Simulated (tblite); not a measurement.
Species: C10H15BN (charge +1).
SMILES with atom numbers: `[CH2:1]=[CH:2][c:3]1[cH:4][cH:5][n+:6]([CH3:7])[c:8]([B:9]([CH3:10])[CH3:11])[cH:12]1` (hydrogens: H13, H14 on C1; H15 on C2; H16 on C4; H17 on C5; H18, H19, H20 on C7; H21, H22, H23 on C10; H24, H25, H26 on C11; H27 on C12)
Bond orders are those of one Lewis drawing.

Computed with GFN2-xTB (tblite), gas phase: L-BFGS steps from a force-field or distance-geometry start until the largest atomic force falls under 0.01 eV/Å.

Step 6: E = -892.1453 eV
```
atom  x, y, z in Å  |  force x, y, z in eV/Å
C1      4.4541   -0.4296   -0.4379    0.015  -0.075  -0.006
C2      3.2194   -0.9257   -0.3754   -0.014  -0.041  -0.017
C3      2.0166   -0.1523   -0.1568    0.024  -0.025   0.040
C4      2.0298    1.2394    0.0185    0.006   0.017  -0.033
C5      0.8536    1.9029    0.2119   -0.046   0.099   0.049
N6     -0.3252    1.2589    0.2540    0.001   0.077   0.063
C7     -1.5296    2.0188    0.4872   -0.090   0.076   0.060
C8     -0.4054   -0.0817    0.1189    0.089   0.054   0.008
B9     -1.7875   -0.8483    0.1402   -0.033  -0.107  -0.071
C10    -2.4899   -1.3330    1.4482   -0.026   0.024   0.113
C11    -2.4984   -1.1035   -1.2280   -0.079   0.085  -0.115
C12     0.7709   -0.7834   -0.1005    0.077  -0.009   0.015
H13     4.6831    0.6190   -0.3261    0.013  -0.125  -0.025
H14     5.2850   -1.0928   -0.6059    0.061   0.084   0.008
H15     3.0622   -1.9899   -0.4923    0.029   0.013  -0.007
H16     2.9474    1.7979   -0.0037    0.059   0.023  -0.004
H17     0.8498    2.9764    0.3490   -0.109  -0.083  -0.025
H18    -1.9220    1.7998    1.4809    0.002   0.019   0.036
H19    -2.2942    1.7581   -0.2404   -0.021  -0.052  -0.086
H20    -1.3242    3.0866    0.4142   -0.025  -0.068   0.024
H21    -3.3335   -0.6688    1.6442   -0.015   0.020   0.041
H22    -1.8839   -1.3417    2.3487    0.059  -0.023  -0.006
H23    -2.9475   -2.3153    1.3289    0.104   0.052   0.017
H24    -1.9945   -0.6987   -2.0993    0.021   0.022  -0.062
H25    -3.4906   -0.6584   -1.1710   -0.094   0.016  -0.125
H26    -2.6925   -2.1565   -1.4253    0.085  -0.006   0.092
H27     0.7273   -1.8519   -0.2297   -0.096  -0.067   0.016
```

Step 7: E = -892.1507 eV
```
atom  x, y, z in Å  |  force x, y, z in eV/Å
C1      4.4554   -0.4332   -0.4382   -0.012  -0.049  -0.004
C2      3.2192   -0.9276   -0.3758    0.046  -0.017  -0.010
C3      2.0162   -0.1537   -0.1552    0.088   0.030   0.018
C4      2.0289    1.2392    0.0178    0.019   0.032  -0.015
C5      0.8525    1.9038    0.2127    0.003   0.002   0.029
N6     -0.3253    1.2609    0.2562   -0.032   0.044   0.061
C7     -1.5309    2.0215    0.4891   -0.093  -0.035  -0.004
C8     -0.4036   -0.0795    0.1200    0.013   0.037   0.008
B9     -1.7857   -0.8456    0.1394   -0.129  -0.141  -0.059
C10    -2.4892   -1.3338    1.4507   -0.006   0.075   0.034
C11    -2.5004   -1.1001   -1.2312   -0.061   0.047  -0.069
C12     0.7710   -0.7828   -0.0996    0.057  -0.048   0.018
H13     4.6846    0.6155   -0.3271    0.000  -0.112  -0.019
H14     5.2919   -1.0900   -0.6061    0.017   0.056   0.008
H15     3.0624   -1.9913   -0.4930    0.018  -0.003  -0.007
H16     2.9476    1.7978   -0.0039    0.030   0.008  -0.008
H17     0.8418    2.9737    0.3485   -0.062   0.038  -0.011
H18    -1.9238    1.7985    1.4815    0.001   0.039   0.042
H19    -2.2936    1.7543   -0.2411    0.011  -0.011  -0.043
H20    -1.3243    3.0879    0.4143   -0.039  -0.044   0.029
H21    -3.3323   -0.6673    1.6471    0.006  -0.014   0.030
H22    -1.8816   -1.3397    2.3508    0.047  -0.040  -0.024
H23    -2.9458   -2.3170    1.3289    0.116   0.084   0.034
H24    -1.9939   -0.6981   -2.1039   -0.011   0.009  -0.022
H25    -3.4958   -0.6577   -1.1773   -0.029  -0.007  -0.123
H26    -2.6897   -2.1574   -1.4229    0.089   0.070   0.091
H27     0.7245   -1.8518   -0.2287   -0.091  -0.051   0.017
```

Question: Estimate the geometry and energy of step 8. (The exact step hangs on the optimiser's Hessian estimate; all steps are aligned on step 7, rigid shifts and turns removed.)

Answer: E = -892.1558 eV, largest force 0.170 eV/Å
```
atom  x, y, z in Å  |  force x, y, z in eV/Å
C1      4.4565   -0.4376   -0.4386    0.014  -0.015  -0.007
C2      3.2197   -0.9298   -0.3764    0.055  -0.010   0.001
C3      2.0178   -0.1543   -0.1534    0.056   0.029  -0.002
C4      2.0278    1.2399    0.0170    0.095   0.014  -0.001
C5      0.8521    1.9041    0.2140   -0.022   0.000   0.025
N6     -0.3261    1.2635    0.2596   -0.042  -0.047   0.040
C7     -1.5337    2.0233    0.4910   -0.053  -0.111  -0.045
C8     -0.4018   -0.0770    0.1212   -0.050  -0.028   0.000
B9     -1.7860   -0.8454    0.1375   -0.140  -0.090  -0.035
C10    -2.4883   -1.3331    1.4536    0.027   0.101  -0.046
C11    -2.5034   -1.0959   -1.2356   -0.025   0.015  -0.008
C12     0.7720   -0.7834   -0.0983    0.031   0.002   0.030
H13     4.6861    0.6100   -0.3285   -0.009  -0.059  -0.007
H14     5.2991   -1.0864   -0.6061   -0.012   0.009   0.002
H15     3.0629   -1.9929   -0.4938    0.003  -0.022  -0.007
H16     2.9484    1.7980   -0.0043   -0.012  -0.006  -0.013
H17     0.8328    2.9723    0.3479   -0.007   0.106  -0.003
H18    -1.9256    1.7980    1.4828   -0.012   0.049   0.041
H19    -2.2928    1.7505   -0.2427    0.024   0.018  -0.006
H20    -1.3252    3.0884    0.4149   -0.058  -0.017   0.029
H21    -3.3313   -0.6660    1.6505    0.013  -0.032   0.028
H22    -1.8783   -1.3386    2.3523    0.041  -0.040  -0.036
H23    -2.9419   -2.3171    1.3296    0.102   0.084   0.048
H24    -1.9936   -0.6972   -2.1090   -0.036   0.002   0.007
H25    -3.5016   -0.6572   -1.1860    0.013  -0.023  -0.120
H26    -2.6852   -2.1571   -1.4188    0.075   0.104   0.069
H27     0.7199   -1.8524   -0.2274   -0.072  -0.033   0.018
```

The energy changes by -0.0051 eV. The first-order estimate −F·Δx gives -0.0072 eV and the mean of the old and new forces, exact on a quadratic surface, -0.0051 eV. The step makes an angle of 50° with the force vector and moves no atom by more than 0.010 Å.

The cost below is that of the whole relaxation. Hardware: Arm Neoverse V1, one thread, shared host with 32 logical CPUs at a one-minute load of 11. Cost: 1.1 s.
